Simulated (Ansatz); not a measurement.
```yaml
crystal:
  periodic: [false, false, false]
  atoms:
    - {symbol: Cl, position_ang: [-1.609844, -1.607361, -2.230692]}
    - {symbol: Ga, position_ang: [-0.523578, -0.532565, -0.735761]}
    - {symbol: C, position_ang: [0.940620, 0.800895, -0.704755]}
    - {symbol: S, position_ang: [0.824755, 0.800059, 1.118905]}
    - {symbol: C, position_ang: [-0.527875, -0.422414, 1.241814]}
    - {symbol: H, position_ang: [1.915800, 0.463251, -1.058882]}
    - {symbol: H, position_ang: [0.718836, 1.779008, -1.134324]}
    - {symbol: H, position_ang: [-1.423331, -0.005495, 1.705235]}
    - {symbol: H, position_ang: [-0.226883, -1.321681, 1.781359]}
basis:
  gaussian: {orbitals: def2-TZVPP, final_grid: {core_spheres: 5, valence_spheres: 4, degree: 11}}
hamiltonian: {xc: {name: B3LYP}}
output: {forces: true}
```

```sh
$ ansatz run in.yaml --threads 4 --pin off --events-out ev --progress --plain --max-ram 10444MiB
```

Output, abridged:

```
Functional definition: B3LYP
1608 factors; their error is unknown
mean field evaluation 1: about -77868.1572 eV, gradient 7.5e1 eV
mean field evaluation 2: about -77852.6837 eV, gradient 1.1e2 eV
mean field evaluation 4: about -77879.9080 eV, gradient 5.5e0 eV
mean field evaluation 8: about -77880.0148 eV, gradient 1.5e0 eV
mean field evaluation 16: about -77880.1865 eV, gradient 6.2e-3 eV
mean field -77880.18645805 eV, -2862.0440632469 hartree, gradient 4.4e-5 eV, S^2 0.000000; 0 other end points of the search recorded, 0 dependent functions left out
reference -77880.18663841 eV, -2862.0440698750 hartree; 40, 40 occupied and 210, 210 virtual orbitals, 1608 factors
Total energy: -77880.18663841 eV, -2862.0440698750 hartree
Atom 0 at    -1.609844    -1.607361    -2.230692 Å, force    -0.047574    -0.046529    -0.065131 eV/Å
Atom 1 at    -0.523578    -0.532565    -0.735761 Å, force    -0.140790    -0.140368    -0.194426 eV/Å
Atom 2 at     0.940620     0.800895    -0.704755 Å, force     0.404111     0.338495    -0.516298 eV/Å
Atom 3 at     0.824755     0.800059     1.118905 Å, force     0.206023     0.204170     0.283734 eV/Å
Atom 4 at    -0.527875    -0.422414     1.241814 Å, force    -0.390124    -0.323132     0.536503 eV/Å
Atom 5 at     1.915800     0.463251    -1.058882 Å, force    -0.156123    -0.001322     0.091593 eV/Å
Atom 6 at     0.718836     1.779008    -1.134324 Å, force    -0.021136    -0.149478     0.100209 eV/Å
Atom 7 at    -1.423331    -0.005495     1.705235 Å, force     0.140258    -0.015031    -0.113728 eV/Å
Atom 8 at    -0.226883    -1.321681     1.781359 Å, force     0.005356     0.133196    -0.122457 eV/Å
Dipole moment:    -0.008661    -0.008209    -0.011692 e Å
```

Run time 4.1 s (4 threads of an Intel Xeon Platinum 8488C on a shared host); peak host memory 0.87 GiB.
